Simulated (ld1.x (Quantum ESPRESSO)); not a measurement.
## Transferability test, TM potential for Pb (Z = 82)

* Element: Pb (Z = 82)
* Generator: ld1.x (Quantum ESPRESSO) 7.5
* Type: norm-conserving Troullier–Martins (Kleinman–Bylander form)
* Functional: PBE
* Relativity: scalar-relativistic
* Frozen core: [Xe] 4f14 5d10
* Valence charge: 4
* Reference configuration: 6s2 6p2
* Partial waves: 6s (bound): rc 1.55 bohr; 6p (bound): rc 2.65 bohr
* Local potential: the p channel
* Core correction: Bessel-smoothed model core, default radius (core density twice the valence density)

Energies are relative to the spin-unpolarised reference configuration 6s2 6p2; without spin polarisation the order of configurations can differ from experiment.

| valence configuration | charge | ΔE all-electron (eV) | error AE − PS (meV) |
| --- | --- | --- | --- |
| 6s2 6p1 | +1 | 6.575 | -18 |
| 6s1 6p0 | +3 | 52.430 | -604 |
| 6s2 6p1.5 | +0.5 | 2.492 | -3.4 |
| 6s2 6p2.3 | -0.3 | -0.799 | 0.0 |
| 6s0 6p4 | 0 | 17.835 | -185 |

(1) What are ΔE and the potential's error for 6s2 6p0?

(2) What are ΔE and the potential's error for 6s1 6p2?

Levels in the configuration 6s0 6p4:

```json
{"level": "6p", "all-electron (eV)": "-4.872", "pseudo (eV)": "-4.910"}
```

Answers

(1) ΔE = 20.020 eV all-electron; the error (AE − PS) is -119 meV.

(2) ΔE = 16.103 eV all-electron; the error (AE − PS) is -93 meV.
